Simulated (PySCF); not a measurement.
C₄H₁₂GeO (SMILES C[CH2][GeH]([OH])[CH2]C), singlet, geometry from GFN2-xTB; CASSCF(4,3)/STO-3G in PySCF.

Here is a job for PySCF.
```python
from pyscf import gto, scf, mcscf
import numpy

mol = gto.Mole()
mol.atom = '''
    Ge    0.04919415    0.48497318    0.10992973
    O     0.17587688   -0.13019655    1.75878547
    C     1.26103304   -0.72067223   -0.90428112
    C     2.70540971   -0.63210984   -0.43162579
    C    -1.87829832    0.47609092   -0.44864976
    C    -2.46166535   -0.92819636   -0.50766397
    H     0.57114279    1.92704976    0.15726177
    H    -0.37236014    0.28694608    2.41888779
    H     1.20166890   -0.48515032   -1.96801078
    H     0.89577227   -1.74076994   -0.77758184
    H     3.33742830   -1.32194281   -0.98929147
    H     3.09165011    0.37654798   -0.56686808
    H     2.76741058   -0.88000696    0.62503872
    H    -2.44862746    1.08588462    0.25502826
    H    -1.96480130    0.95536737   -1.42249797
    H    -1.94709806   -1.52373355   -1.25927385
    H    -2.35151858   -1.42836854    0.45316139
    H    -3.52076992   -0.90006771   -0.76056555
'''
mol.basis = 'sto-3g'
mol.verbose = 4
mol.build()

mf = scf.RHF(mol)
mf.kernel()
mc = mcscf.CASSCF(mf, 3, 4)
mc.fix_spin_(ss=0.0)
mc.conv_tol = 1e-5
mc.kernel()
occ = numpy.linalg.eigvalsh(mc.fcisolver.make_rdm1(mc.ci, mc.ncas, mc.nelecas))[::-1]
ss = mc.fcisolver.spin_square(mc.ci, mc.ncas, mc.nelecas)[0]
print('natural occupations', occ.round(4), ' <S^2>', round(ss, 4))
```

Output, abridged:

```
PySCF version 2.14.0

[INPUT] verbose = 4
[INPUT] num. atoms = 18
[INPUT] num. electrons = 76
[INPUT] charge = 0
[INPUT] spin (= nelec alpha-beta = 2S) = 0
[INPUT] symmetry False subgroup None
[INPUT] Mole.unit = angstrom
[INPUT] Symbol           X                Y                Z      unit          X                Y                Z       unit  Magmom
[INPUT]  1 Ge     0.049194150000   0.484973180000   0.109929730000 AA    0.092963470431   0.916466487959   0.207737082647 Bohr   0.0
[INPUT]  2 O      0.175876880000  -0.130196550000   1.758785470000 AA    0.332359134843  -0.246035821863   3.323622850164 Bohr   0.0
[INPUT]  3 C      1.261033040000  -0.720672230000  -0.904281120000 AA    2.383007079628  -1.361873140280  -1.708843656415 Bohr   0.0
[INPUT]  4 C      2.705409710000  -0.632109840000  -0.431625790000 AA    5.112483406639  -1.194514478243  -0.815654531399 Bohr   0.0
[INPUT]  5 C     -1.878298320000   0.476090920000  -0.448649760000 AA   -3.549469405031   0.899681449192  -0.847825172252 Bohr   0.0
[INPUT]  6 C     -2.461665350000  -0.928196360000  -0.507663970000 AA   -4.651873321832  -1.754036910218  -0.959345866609 Bohr   0.0
[INPUT]  7 H      0.571142790000   1.927049760000   0.157261770000 AA    1.079303451120   3.641596274809   0.297181675164 Bohr   0.0
[INPUT]  8 H     -0.372360140000   0.286946080000   2.418887790000 AA   -0.703658684305   0.542249503718   4.571035449154 Bohr   0.0
[INPUT]  9 H      1.201668900000  -0.485150320000  -1.968010780000 AA    2.270825113407  -0.916801234045  -3.719001384392 Bohr   0.0
[INPUT] 10 H      0.895772270000  -1.740769940000  -0.777581840000 AA    1.692764260280  -3.289578432476  -1.469416717035 Bohr   0.0
[INPUT] 11 H      3.337428300000  -1.321942810000  -0.989291470000 AA    6.306825447373  -2.498109863238  -1.869489935668 Bohr   0.0
[INPUT] 12 H      3.091650110000   0.376547980000  -0.566868080000 AA    5.842371980881   0.711572554958  -1.071225419958 Bohr   0.0
[INPUT] 13 H      2.767410580000  -0.880006960000   0.625038720000 AA    5.229648070424  -1.662972142111   1.181151998049 Bohr   0.0
[INPUT] 14 H     -2.448627460000   1.085884620000   0.255028260000 AA   -4.627235280489   2.052024534677   0.481933565424 Bohr   0.0
[INPUT] 15 H     -1.964801300000   0.955367370000  -1.422497970000 AA   -3.712936346189   1.805382677646  -2.688131576050 Bohr   0.0
[INPUT] 16 H     -1.947098060000  -1.523733550000  -1.259273850000 AA   -3.679482071072  -2.879439096311  -2.379682692327 Bohr   0.0
[INPUT] 17 H     -2.351518580000  -1.428368540000   0.453161390000 AA   -4.443726093026  -2.699225345545   0.856350917327 Bohr   0.0
[INPUT] 18 H     -3.520769920000  -0.900067710000  -0.760565550000 AA   -6.653290896407  -1.700881465464  -1.437260589279 Bohr   0.0

nuclear repulsion = 491.082059331989
number of shells = 35
number of NR pGTOs = 165
number of NR cGTOs = 55
basis = sto-3g
ecp = {}

******** <class 'pyscf.scf.hf.RHF'> ********
method = RHF
initial guess = minao
damping factor = 0
level_shift factor = 0
DIIS = <class 'pyscf.scf.diis.CDIIS'>
diis_start_cycle = 1
diis_space = 8
diis_damp = 0
SCF conv_tol = 1e-09
SCF conv_tol_grad = None
SCF max_cycles = 50
direct_scf = True
direct_scf_tol = 1e-13
Set gradient conv threshold to 3.16228e-05
Initial guess from minao.
init E= -2280.07714199779
  HOMO = -0.43597032393174  LUMO = -0.00677560079886486  gap/eV = 11.67898
cycle= 1 E= -2282.1074018205  delta_E= -2.03  |g|= 0.603  |ddm|= 4.75
  HOMO = -0.144931075451989  LUMO = 0.462385262401563  gap/eV = 16.52592
cycle= 2 E= -2282.25012350579  delta_E= -0.143  |g|= 0.12  |ddm|=  1.1
  HOMO = -0.306895107445131  LUMO = 0.433886519963761  gap/eV = 20.15769
cycle= 3 E= -2282.25566240448  delta_E= -0.00554  |g|= 0.0289  |ddm|= 0.215
  HOMO = -0.31017745792433  LUMO = 0.420439081881272  gap/eV = 19.88109
cycle= 4 E= -2282.25607662166  delta_E= -0.000414  |g|= 0.00635  |ddm|= 0.0585
  HOMO = -0.310782585094472  LUMO = 0.422137465749158  gap/eV = 19.94377
cycle= 5 E= -2282.2560984414  delta_E= -2.18e-05  |g|= 0.00132  |ddm|= 0.0148
  HOMO = -0.311272441327103  LUMO = 0.422034509396792  gap/eV = 19.95430
cycle= 6 E= -2282.25609948964  delta_E= -1.05e-06  |g|= 0.000439  |ddm|= 0.00284
  HOMO = -0.311321558297412  LUMO = 0.422036788877819  gap/eV = 19.95570
cycle= 7 E= -2282.25609963538  delta_E= -1.46e-07  |g|= 5.97e-05  |ddm|= 0.00137
  HOMO = -0.311335850140777  LUMO = 0.422039196788894  gap/eV = 19.95615
cycle= 8 E= -2282.25609963822  delta_E= -2.83e-09  |g|= 1.65e-05  |ddm|= 0.000187
  HOMO = -0.31133626578367  LUMO = 0.422038304402298  gap/eV = 19.95614
cycle= 9 E= -2282.25609963841  delta_E= -1.97e-10  |g|= 4.91e-06  |ddm|= 4.41e-05
  HOMO = -0.311336027893885  LUMO = 0.4220392688686  gap/eV = 19.95616
Extra cycle  E= -2282.25609963843  delta_E= -1.27e-11  |g|= 2.16e-06  |ddm|= 1.14e-05
converged SCF energy = -2282.25609963843

******** <class 'pyscf.mcscf.mc1step.CASSCF'> ********
CAS (2e+2e, 3o), ncore = 36, nvir = 16
max_cycle_macro = 50
max_cycle_micro = 4
conv_tol = 1e-05
conv_tol_grad = None
orbital rotation max_stepsize = 0.02
orbital rotation threshold for CI restart = 0.01
augmented hessian ah_max_cycle = 30
augmented hessian ah_conv_tol = 1e-12
augmented hessian ah_linear dependence = 1e-14
augmented hessian ah_level shift = 1e-08
augmented hessian ah_start_tol = 2.5
augmented hessian ah_start_cycle = 3
augmented hessian ah_grad_trust_region = 3
kf_trust_region = 3
kf_interval = 4
ci_response_space = 4
ci_grad_trust_region = 3
with_dep4 0
natorb = False
canonicalization = True
sorting_mo_energy = False
ao2mo_level = 2
internal_rotation = False
******** <class 'pyscf.fci.addons.SpinPenaltyFCISolver'> ********
max. cycles = 50
conv_tol = 1e-08
davidson only = True
linear dependence = 1e-12
level shift = 0.001
max iter space = 12
nroots = 1
pspace_size = 400
spin = None
CASCI E = -2282.25739681018  S^2 = 0.0000000
Set conv_tol_grad to 0.00316228
macro iter   1 ( 21 JK    4 micro), CASSCF E = -2282.26271678937  dE = -5.31997919e-03  S^2 = 0.0000000
               |grad[o]|=0.00467  |grad[c]|=0.0367  |ddm|=0.0347  |maxRot[o]|=0.236
macro iter   2 ( 21 JK    4 micro), CASSCF E = -2282.26822911502  dE = -5.51232565e-03  S^2 = 0.0000000
               |grad[o]|= 0.01  |grad[c]|=0.0481  |ddm|=0.0105  |maxRot[o]|=0.259
macro iter   3 ( 21 JK    4 micro), CASSCF E = -2282.26898558409  dE = -7.56469075e-04  S^2 = 0.0000000
               |grad[o]|=0.00603  |grad[c]|=0.00535  |ddm|=0.00224  |maxRot[o]|=0.085
macro iter   4 (  7 JK    2 micro), CASSCF E = -2282.26924458147  dE = -2.58997375e-04  S^2 = 0.0000000
               |grad[o]|=0.00391  |grad[c]|=0.0014  |ddm|=0.00141  |maxRot[o]|=0.0694
macro iter   5 (  6 JK    1 micro), CASSCF E = -2282.26926851956  dE = -2.39380911e-05  S^2 = 0.0000000
               |grad[o]|=0.00111  |grad[c]|=0.00186  |ddm|=0.00265  |maxRot[o]|=0.0797
macro iter   6 (  6 JK    1 micro), CASSCF E = -2282.26928426775  dE = -1.57481863e-05  S^2 = 0.0000000
               |grad[o]|=0.000685  |grad[c]|=0.00509  |ddm|=0.00247  |maxRot[o]|=0.0726
macro iter   7 (  6 JK    1 micro), CASSCF E = -2282.26930809801  dE = -2.38302628e-05  S^2 = 0.0000000
               |grad[o]|=0.000722  |grad[c]|=0.00756  |ddm|=0.0017  |maxRot[o]|=0.0796
macro iter   8 (  6 JK    1 micro), CASSCF E = -2282.26933847066  dE = -3.03726551e-05  S^2 = 0.0000000
               |grad[o]|=0.000681  |grad[c]|=0.00508  |ddm|=0.000604  |maxRot[o]|=0.0733
macro iter   9 (  6 JK    1 micro), CASSCF E = -2282.26936953707  dE = -3.10664086e-05  S^2 = 0.0000000
               |grad[o]|=0.000981  |grad[c]|=0.00215  |ddm|=9.63e-05  |maxRot[o]|=0.0797
macro iter  10 (  6 JK    1 micro), CASSCF E = -2282.26940098991  dE = -3.14528343e-05  S^2 = 0.0000000
               |grad[o]|=0.00101  |grad[c]|=0.00375  |ddm|=0.00021  |maxRot[o]|=0.0798
macro iter  11 (  6 JK    1 micro), CASSCF E = -2282.26943331494  dE = -3.23250356e-05  S^2 = 0.0000000
               |grad[o]|=0.00127  |grad[c]|=0.00574  |ddm|=7.2e-05  |maxRot[o]|=0.0798
macro iter  12 (  6 JK    1 micro), CASSCF E = -2282.26946658953  dE = -3.32745885e-05  S^2 = 0.0000000
               |grad[o]|=0.00127  |grad[c]|=0.00685  |ddm|=0.000218  |maxRot[o]|=0.0798
macro iter  13 (  6 JK    1 micro), CASSCF E = -2282.26950047783  dE = -3.38883028e-05  S^2 = 0.0000000
               |grad[o]|=0.00136  |grad[c]|=0.00695  |ddm|=0.00057  |maxRot[o]|=0.0798
macro iter  14 (  6 JK    1 micro), CASSCF E = -2282.26953371191  dE = -3.32340805e-05  S^2 = 0.0000000
               |grad[o]|=0.0013  |grad[c]|=0.00627  |ddm|=0.000912  |maxRot[o]|=0.0798
macro iter  15 (  6 JK    1 micro), CASSCF E = -2282.26956385044  dE = -3.01385303e-05  S^2 = 0.0000000
               |grad[o]|=0.00121  |grad[c]|=0.00515  |ddm|=0.00127  |maxRot[o]|=0.0798
macro iter  16 (  6 JK    1 micro), CASSCF E = -2282.26958777162  dE = -2.39211763e-05  S^2 = 0.0000000
               |grad[o]|=0.00101  |grad[c]|=0.00403  |ddm|=0.00159  |maxRot[o]|=0.0798
macro iter  17 (  6 JK    1 micro), CASSCF E = -2282.26960152038  dE = -1.37487618e-05  S^2 = 0.0000000
               |grad[o]|=0.00074  |grad[c]|=0.00307  |ddm|=0.00194  |maxRot[o]|=0.0798
macro iter  18 (  3 JK    1 micro), CASSCF E = -2282.26960276185  dE = -1.24146482e-06  S^2 = 0.0000000
               |grad[o]|=0.000285  |grad[c]|=0.000223  |ddm|=0.000205  |maxRot[o]|= 0.02
macro iter  19 (  1 JK    1 micro), CASSCF E = -2282.26960276196  dE = -1.15960574e-10  S^2 = 0.0000000
               |grad[o]|=0.000131  |grad[c]|=1.11e-05  |ddm|=1e-05  |maxRot[o]|=    0
1-step CASSCF converged in  19 macro (152 JK  29 micro) steps
CASSCF canonicalization
Density matrix diagonal elements [1.99636173 1.98028294 0.02335533]
CASSCF energy = -2282.26960276196
CASCI E = -2282.26960276196  E(CI) = -4.05414179962554  S^2 = 0.0000000
natural occupations [1.9996 1.9771 0.0233]  <S^2> 0.0
```
